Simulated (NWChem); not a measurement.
System: BeNH₂F; SMILES [NH2][Be][F]

```xyz
5

Be     0.0000     0.0000    -0.0909
F      0.0000     0.0000    -1.4769
N      0.0000     0.0000     1.4128
H      0.0000    -0.8244     1.9887
H      0.0000     0.8244     1.9887
```
Atoms are numbered in this order, from 1.

Coordinates come from a PBE0-D3(BJ)/def2-TZVP optimisation.

 Unshifted, non-relativistic core excitations; the lowest 4 roots alone, so stronger bands may lie above.

**Question.** List the first F K-edge excitations from BHandHLYP/cc-pVTZ, restricted-window TDA (NWChem).

**Answer.** 
```tsv
state	energy (eV)	dipole oscillator strength	leading excitation (squared amplitude)
S1	684.2	0.0031	1s of atom 2 or its equivalents → LUMO (0.87)
S2	684.6	0.0144	1s of atom 2 or its equivalents → LUMO+1 (0.89)
S3	685.6	0.0135	1s of atom 2 or its equivalents → LUMO+2 (0.86)
S4	687.0	0.0022	1s of atom 2 or its equivalents → LUMO+3 (0.85)
```
